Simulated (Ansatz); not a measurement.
CH$_{6}$GeSSi (`[SiH3][CH]1[S][GeH2]1`) at its PBE0-D4/def2-TZVP geometry, where that method's forces vanish. Total charge 0; spin multiplicity 1.

```xyz
10

Si    0.7883   -0.9517    0.9435
C     0.4332    0.0494   -0.5820
S     0.6628    1.8853   -0.3515
Ge   -1.2675    0.9499   -0.7741
H     0.4807   -2.3882    0.6952
H     2.2167   -0.8299    1.3383
H    -0.0670   -0.4511    2.0507
H     0.8609   -0.3060   -1.5176
H    -1.8360    1.1584   -2.1749
H    -2.2719    0.8838    0.3724
```

(1) What forces (eV/Å) does r2SCAN-D4/def2-TZVPP give on these atoms in Ansatz 0.2.0? (Best estimate.)

Answers

(1) The calculation gave: 
```
Si1 -0.005 -0.026  0.047
C2   0.030 -0.207 -0.012
S3   0.048  0.200  0.026
Ge4 -0.143  0.014 -0.034
H5   0.009  0.024  0.005
H6  -0.028 -0.001 -0.008
H7   0.024 -0.011 -0.023
H8  -0.011  0.010 -0.012
H9   0.029 -0.005  0.049
H10  0.046  0.002 -0.036
```
